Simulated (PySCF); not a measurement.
# ¹⁹F chemical shifts

Computed data (PySCF): shielding tensors at PBE0/pcSseg-1 (GIAO), geometry: PBE0-D3(BJ)/def2-SVP. Fast rotation and ring inversion assumed for equivalent nuclei, a single conformation, non-relativistic Hamiltonian, gas phase.

Shieldings were converted by a linear fit to measured shifts: ¹⁹F: δ = 160.63 − 0.942σ +14.9 on sp3 carbon (rms 6.9 ppm, 221 shifts, 7.7 ppm with the 5 outliers that the fit left out vs CFCl3, solution or neat liquid). A few per cent of atoms miss by over 2 rms, more outside the fitted compound classes.

Task: Give the ¹⁹F shifts of `CCC(F)(CC)C(=O)F`.

Result: 
```tsv
compound	environment	δ (ppm)
[CH3:1][CH2:2][C:3]([F:4])([CH2:5][CH3:6])[C:7](=[O:8])[F:9]	F9: fluorine bonded to C	48.5
[CH3:1][CH2:2][C:3]([F:4])([CH2:5][CH3:6])[C:7](=[O:8])[F:9]	F4: fluorine on an sp3 carbon	-185.8
```

Task: Order these by ¹⁹F shift, lowest first.
A. C/C=C(\C)F
B. C=C[C@H](C)F
C. CC/C=C\F
D. FCC1([SiH]2CCCCC2)CC1
E. C/C=C(/C)F

Result: D (-204.2 ppm, fluorine on an sp3 carbon), B (-190.2 ppm, fluorine on an sp3 carbon), C (-121.1 ppm, vinylic fluorine), E (-101.8 ppm, vinylic fluorine), A (-92.1 ppm, vinylic fluorine).
